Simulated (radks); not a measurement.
Fractional charge and spin in the 6s shell of holmium: the spin-up occupation runs from 0 to 1 and the spin-down occupation from 0 to 1; the fullest corner is Ho, [Xe] 4f(up 5.5, down 5.5) 6s(up 1, down 1). All-electron calculation, scalar-relativistic Kohn-Sham, PBE, spin-polarised, spherical densities, point nucleus. Program: a radial shooting solver on a logarithmic mesh with Libxc functionals. Energy (eV) above the fullest corner. The planes named below are the two flat planes that join the four corners, with an edge along up + down = one added electron.

down \ up       0    0.25     0.5   0.75      1
0          18.119  14.598  11.431  8.609  6.122
0.25       14.598  11.485   8.708  6.263  4.142
0.5        11.431   8.708   6.309  4.231  2.466
0.75        8.609   6.263   4.231  2.509  1.088
1           6.122   4.142   2.466  1.088  0.000

Corners above the fullest one (they belong to Ho+ and the next ion): (up 1, down 0) 6.122 eV, (up 0, down 1) 6.122 eV, (up 0, down 0) 18.119 eV. With half an added electron in each spin the energy lies 0.187 eV from the planes, and with half an added electron in spin up alone -0.690 eV. The planes are only a guide here: the flat-plane condition holds for ground states with one frontier orbital, while this shell lies below other occupied shells, so the corners above the fullest one are inner-hole states and not the ground states of those ions.
